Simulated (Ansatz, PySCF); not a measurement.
HfI3, SMILES [I][Hf]([I])[I] (connectivity only; charge and spin as stated), neutral, multiplicity 2. Atoms are numbered in the order given.

```xyz
4

Hf     0.0000     0.0000     0.0000
I     -2.7066     0.0000     0.0000
I      1.3533     2.3440     0.0000
I      1.3533    -2.3440     0.0000
```
Charge 0, spin multiplicity 2.

Geometry optimised at B3LYP-D3(BJ)/def2-SVP. The spin state was assumed, not searched. The isomer is the one that the SMILES or the coordinates give; other isomers of the formula were not compared. The def2 effective core potentials stand for the cores of Hf, I; spin–orbit coupling is left out.

Two levels are set side by side: PBE-D3(BJ)/def2-SVP (Ansatz, a first-principles code) and B3LYP-D3(BJ)/def2-SVP (Ansatz). Each level has its own optimised geometry; the coordinates shown are those of the second. Frequencies come from the Hessian of PySCF at each geometry. Differences are taken from unrounded values.

| quantity | B3LYP-D3(BJ) | PBE-D3(BJ) | PBE-D3(BJ) minus B3LYP-D3(BJ) |
|---|---|---|---|
| mean bond length (Å) | 2.707 | 2.699 | -0.008 |
| bond Hf1–I2 (Å) | 2.707 | 2.699 | -0.008 |
| bond Hf1–I3 (Å) | 2.707 | 2.699 | -0.008 |
| bond Hf1–I4 (Å) | 2.707 | 2.699 | -0.008 |
| highest harmonic wavenumber (cm⁻¹) | 215 | 214 | -1 |
| mean harmonic wavenumber (cm⁻¹) | 116 | 115 | -1 |
| zero-point energy (kcal/mol) | 1.00 | 0.99 | -0.01 |

On these quantities the two levels nearly agree.
